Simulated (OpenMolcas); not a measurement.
## Pd II: effect of the basis set

* Program: OpenMolcas 26.06
* Method: CASSCF
* Active space: 9 electrons in 6 orbitals (4d 5s)
* State averaging: 2S+1 = 2 even, 29 roots; 2S+1 = 4 even, 10 roots kept (CI in the orbitals of an earlier block)
* Spin-orbit coupling: state interaction with AMFI integrals over the reference wave functions, term energies averaged over their components

A. ANO-R1 [6s4p3d1f], X2C, finite nucleus; cost roughly 30 core-seconds
B. ANO-RCC-VDZP [6s5p3d1f], DKH2, point nucleus; cost about 15 core-seconds
C. ANO-R2 [7s5p4d2f1g], X2C, finite nucleus; cost roughly 21 core-seconds
D. ANO-RCC-VTZP [7s6p4d2f1g], DKH2, point nucleus; cost of the order of 26 core-seconds
E. ANO-R3 [8s6p5d3f2g1h], X2C, finite nucleus; cost about 30 core-seconds
F. ANO-RCC-VQZP [8s7p5d3f2g1h], DKH2, point nucleus; cost of the order of 80 core-seconds

Energies in cm-1 above 4d9 2D 5/2, the measured ground level; measured values from NIST Handbook of Basic Atomic Spectroscopic Data.

```json
{"Level": "4d9 2D 5/2", "A": "0.0", "B": "0.0", "C": "0.0", "D": "0.0", "E": "0.0", "F": "0.0", "Measured": "0.0"}
{"Level": "4d9 2D 3/2", "A": "3718", "B": "3789", "C": "3603", "D": "3603", "E": "3628", "F": "3626", "Measured": "3539"}
{"Level": "4d8 5s 4F 9/2", "A": "15760", "B": "15321", "C": "13167", "D": "13696", "E": "12866", "F": "13628", "Measured": "25084"}
{"Level": "4d8 5s 4F 7/2", "A": "17788", "B": "17369", "C": "15150", "D": "15662", "E": "14869", "F": "15619", "Measured": "27097"}
{"Level": "4d8 5s 4F 5/2", "A": "19574", "B": "19197", "C": "16881", "D": "17401", "E": "16611", "F": "17362", "Measured": "28929"}
{"Level": "4d8 5s 4F 3/2", "A": "20669", "B": "20305", "C": "17962", "D": "18482", "E": "17697", "F": "18447", "Measured": "29948"}
{"Level": "4d8 5s 2F 7/2", "A": "24102", "B": "23495", "C": "21593", "D": "21772", "E": "21450", "F": "22020", "Measured": "32281"}
{"Level": "4d8 5s 2F 5/2", "A": "26813", "B": "26235", "C": "24292", "D": "24488", "E": "24150", "F": "24727", "Measured": "34425"}
{"Level": "4d8 5s 4P 5/2 [69 %]", "A": "30002", "B": "29511", "C": "27593", "D": "28071", "E": "27313", "F": "28035", "Measured": ""}
{"Level": "4d8 5s 4P 1/2", "A": "33091", "B": "32676", "C": "30608", "D": "31140", "E": "30319", "F": "31071", "Measured": ""}
{"Level": "4d8 5s 2D 5/2 [67 %]", "A": "34570", "B": "34118", "C": "32093", "D": "32520", "E": "31861", "F": "32548", "Measured": ""}
{"Level": "4d8 5s 2P 3/2", "A": "38798", "B": "38243", "C": "36397", "D": "36625", "E": "36225", "F": "36825", "Measured": ""}
{"Level": "4d8 5s 2G 9/2", "A": "38812", "B": "38299", "C": "36498", "D": "36920", "E": "36238", "F": "36930", "Measured": ""}
{"Level": "4d8 5s 2G 7/2", "A": "38850", "B": "38336", "C": "36534", "D": "36954", "E": "36276", "F": "36967", "Measured": ""}
{"Level": "4d8 5s 2P 1/2", "A": "39643", "B": "39087", "C": "37235", "D": "37444", "E": "37071", "F": "37663", "Measured": ""}
```

Deviations, from unrounded energies. A percentage is the sum of absolute deviations over the sum of measured energies, with the sign that they share, or ± where signs differ.

```csv
Against measurement,Levels,A,B,C,D,E,F
mean absolute deviation (cm-1),7,7600,8000,9800,9500,10000,9400
fine structure of the ground term (%),1,+5.1,+7.1,+1.8,+1.8,+2.5,+2.5
other configurations (%),6,-29.8,-31.4,-38.7,-37.3,-39.4,-37.1
```

A lies closest to measurement on these levels and E furthest from it. The largest miss of A in the table is 4d8 5s 4F 5/2, by -9400 cm-1. The ranking rests on the paired levels alone, and a cruder setting can come out closer through cancelling errors.

Among A to F the level of the table that moves most is 4d8 5s 4F 3/2, by 3000 cm-1 (lowest in E, highest in A).

Without dynamic correlation excited terms often stand tens of per cent too high (terms of higher spin than the ground term too low), and those without a measured partner can miss by more than the paired ones. Terms from blocks run as CI alone lack orbitals of their own. A single d shell beside an s shell can misplace configurations of different d count against each other. Computed and measured levels are paired by configuration, term and J; levels that our copy of the source lacks, or whose pairing is in doubt (as where it misses far off the trend of its configuration), stay unpaired and out of the deviations. Only configurations of the active space appear. The table leaves out levels that lie high or whose names do not pair safely across all columns.

A share in square brackets marks a mixed level and gives the weight of the term that names it, the lowest over the columns.
